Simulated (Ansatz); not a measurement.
CH$_{5}$GaO (`O[CH2][GaH2]`). Charge 0, multiplicity 1.

Cartesian coordinates in Å:
```
O 1.4130 -0.2512 -0.2773
C 0.1332 0.2797 -0.6354
Ga -0.9205 -0.2313 0.9785
H 2.0397 -0.0785 -0.9843
H -0.2484 -0.1812 -1.5538
H 0.1784 1.3644 -0.7872
H -1.6242 -1.6352 1.0412
H -0.9711 0.7333 2.2183
```

(1) What are the harmonic wavenumbers in cm⁻¹ at PBE0-D4/def2-TZVP (Ansatz, finite differences of forces, unscaled)? (Best estimate.)

Answers

(1) Computed: 13i, 139, 199, 424, 544, 625, 758, 796, 1028, 1161, 1220, 1336, 1491, 1962, 1962, 3015, 3064, 3844.
